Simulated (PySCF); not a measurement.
Stationary points of SrI2

Level of theory: PBE0 in PySCF with Sr def2-TZVP with ECP28, I def2-TZVP with ECP28; scalar-relativistic core potentials, no spin–orbit coupling; density-fitted integrals.

Relaxations began from a few typed shapes. The search is not exhaustive: other isomers or separated fragments can lie lower, and high-lying points may rest on an excited occupation.

Task: Which is the lowest minimum found?
A. singlet C2v: Sr–I 2.987 Å (×2); I–Sr–I 165.6°
B. singlet D∞h: Sr–I 2.990 Å (×2); I–Sr–I 180.0°

Result: B. The others lie at 0.0 (singlet C2v) kJ/mol above it.

Counting electrons, strontium keeps none of its valence electrons outside its bonds, so the VSEPR class is AX2 and the expected shape is linear (D∞h), as computed.
